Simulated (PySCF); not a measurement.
C3HBr2Cl, SMILES ClC=C=C(Br)Br. Atoms are numbered in the order given.

```xyz
7

Cl     3.5966     0.3827     0.0000
C      2.3274    -0.7888     0.0000
C      1.0574    -0.4765     0.0000
C     -0.2109    -0.1747     0.0000
Br    -1.1838     0.0566    -1.5957
Br    -1.1838     0.0566     1.5957
H      2.6807    -1.8251     0.0000
```

Coordinates come from a PBE0-D3(BJ)/def2-SVP optimisation. The structure was generated by enumeration, and PubChem lists no compound with its InChIKey, so it may never have been made.

Calculation: KT2/pcSseg-1 run with PySCF.

GIAO shieldings, no solvent; atoms alike by connectivity are averaged. δ = σ(ref) − σ: ³⁵Cl against HCl (σ = 945.4 ppm); ¹³C against TMS (σ = 185.1 ppm); ¹H against TMS (σ = 31.47 ppm), references at their B3LYP-D3(BJ)/def2-TZVP geometries, non-relativistic (without spin–orbit terms, shifts of atoms bonded to Cl or Br come out too high).

| nucleus | atoms | count | δ (ppm) |
|---|---|---|---|
| ³⁵Cl | Cl1 | 1 | 249.0 |
| ¹³C | C3 | 1 | 209.8 |
| ¹³C | C4 | 1 | 114.3 |
| ¹³C | C2 | 1 | 101.4 |
| ¹H | H7 | 1 | 6.75 |
